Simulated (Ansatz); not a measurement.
Consider the hydrogenolysis of a C–Si bond: `[SiH3][CH2][GaH][Cl]` + H₂ → `[CH3][GaH][Cl]` + SiH₄.

Calculated with Ansatz (gas phase, PBE0-D4/def2-TZVP geometries, no zero-point term in ΔE). CCSD(T)/CBS is the MP2 limit (def2-TZVPP, def2-QZVPP) plus CCSD(T) − MP2 in def2-TZVPP, frozen cores. This one scheme is used for every species. DFT in def2-TZVPP. For Ga outer-core shells are correlated without core-valence functions, which leaves a few kJ/mol of doubt a bond. Scalar relativity is left out up to krypton. Each species was taken in one conformer, which may not be the lowest.

`[SiH3][CH2][GaH][Cl]`:

Z-matrix (Å, degrees):
```
Si
C 1 1.872
H 1 1.486 2 110.3
H 1 1.487 2 111.4 3 120.9
H 1 1.489 2 110.0 3 -119.1
Ga 2 1.951 1 113.3 3 61.0
H 2 1.094 1 109.0 3 -177.3
H 2 1.094 1 108.6 3 -58.9
Cl 6 2.156 2 114.9 1 -83.9
H 6 1.557 2 130.0 1 95.2
```

H₂:

Cartesian coordinates in Å:
```
H -0.194 -0.288 0.137
H 0.194 0.288 -0.137
```

`[CH3][GaH][Cl]`:

Z-matrix (Å, degrees):
```
C
Ga 1 1.952
H 1 1.089 2 110.9
H 1 1.093 2 110.2 3 121.1
H 1 1.093 2 109.9 3 -120.7
Cl 2 2.160 1 116.2 3 2.5
H 2 1.560 1 130.1 3 -177.6
```

SiH₄:

Cartesian coordinates in Å:
```
Si 0.000 0.000 0.000
H -0.368 1.313 -0.587
H 0.638 -0.846 -1.040
H -1.222 -0.675 0.506
H 0.951 0.208 1.121
```

| level | ΔE (kJ/mol) |
| --- | --- |
| PBE0 | -21.1 |
| HF/CBS(def2) | -39.6 |

(1) What does CCSD(T)/CBS give? (Estimate.)

Largest T1 diagnostic among the species: 0.012.

Answers

(1) The calculation gave: -11.4 kJ/mol. The listed levels differ from it by -9.7, -28.2 kJ/mol.

In def2-TZVPP, CCSD(T) changes the Hartree–Fock value by +24.6 kJ/mol (the triples alone add +4.8 kJ/mol) and MP2 by +31.5 kJ/mol. The D4 term adds +12.4 kJ/mol with B3LYP and +6.9 kJ/mol with PBE0; it sums over pairs of atoms, weighted by their polarisabilities, and B3LYP, whose exchange is more repulsive, gets the larger term. Leaving LDA and LC-ωPBE aside and taking each functional with its dispersion term where it has one, the values, not all of them listed here, spread over 13.7 kJ/mol, from B2PLYP to revPBE-D4. LDA lies +5.9 kJ/mol from PBE without D4.

B3LYP here is the variant with VWN-RPA as its local correlation; programs differ in this.
